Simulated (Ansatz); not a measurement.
Cost and result up the ladder for Sr8O8 (started as a model of: 2x2x4 SrO rock-salt block) (16 atoms). Charge 0, multiplicity 1. Geometry: r2SCAN-D4/def2-SVP.

```xyz
16

Sr    0.459   -3.875    0.848
O    -0.386   -1.990   -0.313
Sr   -1.390   -0.201   -1.658
O    -2.126    1.809   -2.696
O     2.505   -2.847    0.825
Sr    1.837   -1.022   -0.548
O     0.788    0.890   -1.671
Sr   -0.039    2.729   -2.914
O     0.144   -2.697    2.787
Sr   -0.945   -0.846    1.764
O    -1.714    1.048    0.408
Sr   -2.647    2.894   -0.747
Sr    2.228   -1.748    2.815
O     1.312    0.051    1.575
Sr    0.498    2.068    0.441
O    -0.523    3.735   -0.915
```

Ansatz on 4 threads of Arm Neoverse V1 on a shared host. Times are rough, and most runs start from the orbitals of an earlier one. PBE0-D4/def2-SVP serves as the yardstick here, not as an exact answer. Binding counts from free atoms at the same level (Sr singlet, O triplet; other spins of the atoms weren't run), without zero-point energy or a counterpoise term.

In the def2 sets Sr takes a core potential; there is no spin–orbit coupling. Correlated methods freeze 8 core orbitals; core or outer-core shells of Sr are correlated, in sets that lack core-valence functions.

Correlated methods converge slowly with the basis, most of all in double-zeta sets.

| level | functions | wall time |
| --- | --- | --- |
| PBE-D4/def2-SVP (with forces) | 296 | 31 s |
| MP2/def2-SVP | 296 | 38 s |
| PBE0-D4/def2-SVP (with forces) | 296 | 48 s |
| r2SCAN-D4/def2-SVP | 296 | 56 s |
| RPA@PBE/def2-SVP | 296 | 64 s |

(1) Estimate what each level gives for the binding energy per atom (eV).

## Answers

(1) 
| level | binding energy per atom (eV) | difference from PBE0-D4/def2-SVP (eV) |
| --- | --- | --- |
| PBE-D4/def2-SVP (with forces) | 4.57 | 0.27 |
| MP2/def2-SVP | 4.30 | 0.00 |
| PBE0-D4/def2-SVP (with forces) | 4.30 | 0.00 |
| r2SCAN-D4/def2-SVP | 4.55 | 0.25 |
| RPA@PBE/def2-SVP | 3.77 | -0.53 |
